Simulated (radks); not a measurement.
Coulomb parameter of the 4d shell of the cadmium ion Cd3+ in the model configuration [Kr] 4d8 5s1, as a second difference U = [E(n + 1) + E(n - 1) - 2 E(n)] / (1)^2 with all orbitals relaxed. "Bare": the charge of the atom changes with n. "Screened": the 5s shell takes up the change at fixed total charge, which measures U(4d,4d) + U(5s,5s) - 2 U(4d,5s). Calculated with a radial shooting solver on a logarithmic mesh with Libxc functionals: Dirac Kohn-Sham, PBE, spin-unpolarised, spherical densities, point nucleus; open shells are shared between the two j in proportion to 2j + 1.

case	configuration	E - E(n) (eV)
start	[Kr] 4d8 5s1	0.000
bare +1	[Kr] 4d9 5s1	-42.512
bare -1	[Kr] 4d7 5s1	58.900
screened +1	[Kr] 4d9	-14.871
screened -1	[Kr] 4d7 5s2	17.612

U(bare) = 16.388 eV, U(screened by 5s) = 2.741 eV.
